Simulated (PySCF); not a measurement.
Species: C5H6F3S (charge +1).
SMILES: `C=C[CH+]CSC(F)(F)F`

The calculation used TDDFT wB97X-D/def2-SVPD, vertical, gas phase, core orbitals frozen in the response (PySCF 2.14.0, density-fitted response routines). Geometry: GFN2-xTB, one conformer, isolated ion. Torsions of this conformer, `[CH2:1]=[CH:2][CH+:3][CH2:4][S:5][C:6]([F:7])([F:8])[F:9]`: C1–C2–C3–C4 180°, C2–C3–C4–S5 168°, C3–C4–S5–C6 174°, C4–S5–C6–F7 59°.

```
state  E (eV)  λ (nm)  ν̃ (cm⁻¹)       f  main configurations (H = HOMO, L = LUMO)
   S1    2.03   609.9      16390   0.043                                 H→L (98%)
   S2    4.28   289.8      34510   0.013                               H-1→L (90%)
   S3    5.16   240.4      41600   0.015     H-3→L (44%), H-7→L (25%), H-2→L (10%)
   S4    5.35   231.6      43170   0.070                  H→L+2 (78%), H-2→L (12%)
   S5    5.37   230.9      43310   0.426                  H-2→L (74%), H→L+2 (14%)
   S6    5.67   218.9      45690  0.0017                  H-7→L (44%), H-3→L (27%)
   S7    6.25   198.5      50390  0.0005    H-9→L (40%), H-10→L (30%), H-7→L (12%)
   S8    6.72   184.6      54170   0.067                               H→L+1 (93%)
```

Triplets, Tamm–Dancoff:

```
state  E (eV)  λ (nm)  main configurations (H = HOMO, L = LUMO)
   T1    1.67   742.2                                 H→L (95%)
   T2    2.87   432.6                               H-2→L (85%)
   T3    4.16   297.7                  H-1→L (82%), H-3→L (12%)
```

The lowest singlet comes at 610 nm (196 kJ/mol) in the visible; it is of moderate strength; its leading configuration is HOMO→LUMO (98%). The most intense listed level is S5 at 5.37 eV (231 nm, f = 0.426), 3.34 eV above S1. Löwdin shares by element: HOMO sulfur 73%, carbon 15% or more; LUMO carbon 85% or more (atoms not listed hold the other 15%). Of the 8 states listed, 6 reach f = 0.01 and none stays under 0.0005. The oscillator strengths of these states sum to 0.635; summed over the whole spectrum of an exact calculation they would give the number of electrons, 78 (Thomas–Reiche–Kuhn). The listed states span 4.68 eV, and the widest gap between neighbours is 2.25 eV (S1 to S2). S1 lies in the visible range (380 to 750 nm), at 610 nm, f = 0.043; light of that wavelength is red, and its complementary colour is blue-green; a Tamm–Dancoff triplet lies at 742 nm, without intensity as long as spin–orbit coupling is left out. Only the lowest 8 singlets were computed, as vertical energies without vibronic structure.
